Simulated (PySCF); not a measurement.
## Curvature of the energy in the electron number along group 15, charge +2

Calculated with PySCF 2.14, in x2c-TZVPall, spin-free X2C: one orbital is emptied in steps, and each cell gives the departure of E from the straight line at half an electron, in eV (from a cubic fit). The exact functional gives zero.

```
species   orbital    LDA    PBE  r2SCAN   PBE0  BHandHLYP  LC-wPBE  wB97X   UHF
    N²⁺  2p alpha  -2.33  -2.30   -2.07  -1.68      -1.07    -0.97  -0.98  0.18
    P²⁺  3p alpha  -1.36  -1.32   -1.21  -0.96      -0.64    -0.24  -0.33  0.09
   As²⁺  4p alpha  -1.25  -1.20   -1.12  -0.88      -0.60    -0.18  -0.29  0.08
   Sb²⁺  5p alpha  -1.09  -1.05   -0.97  -0.77      -0.52    -0.10  -0.22  0.07
```

How does the mean departure depend on the functional?

LDA -1.51 eV; PBE -1.47 eV; r2SCAN -1.35 eV; PBE0 -1.07 eV; BHandHLYP -0.71 eV; LC-wPBE -0.37 eV; wB97X -0.46 eV; UHF 0.11 eV. Semilocal functionals are convex (delocalisation error), Hartree-Fock is concave or straight, and exact exchange removes curvature roughly in proportion to its share, so among the functionals the range-separated hybrids usually come closest to zero.

No spin-orbit coupling is included.
